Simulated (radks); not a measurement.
The numbers below are computed, except where a source is named.
The nuclear charge of the thallium ion Tl+ is varied continuously with 80 electrons held in [Hg]. Code: a radial shooting solver on a logarithmic mesh with Libxc functionals. Model: scalar-relativistic Kohn-Sham, PBE, spin-polarised, spherical densities, finite nucleus; Fermi nuclear charge, rms radius 5.4759 fm. By the Hellmann-Feynman theorem dE/dZ = E(electron-nucleus)/Z, the electronic potential at the nucleus (averaged over a nucleus of fixed radius). The scalar-relativistic energy here is not variational (the density holds large components alone), so the two differ by a part that grows with Z.

Z     E (hartree)  E(electron-nucleus)/Z (hartree)  HOMO  e(HOMO) (eV)  <r> HOMO (bohr)
80.6  -19990.0120                         -617.959    6s       -12.289            2.497
80.8  -20115.0116                         -620.361    6s       -14.261            2.441
81    -20240.5032                         -622.766    6s       -16.300            2.389
81.2  -20366.4875                         -625.174    6s       -18.404            2.341
81.4  -20492.9652                         -627.585    6s       -20.570            2.296
81.6  -20619.9371                         -629.999    6s       -22.798            2.254
81.8  -20747.4039                         -632.417    6s       -25.085            2.214
82    -20875.3664                         -634.838    6s       -27.430            2.176

The central difference of E at Z = 81 is -628.690 hartree, to compare with the third column; the second derivative is -12.3 hartree.
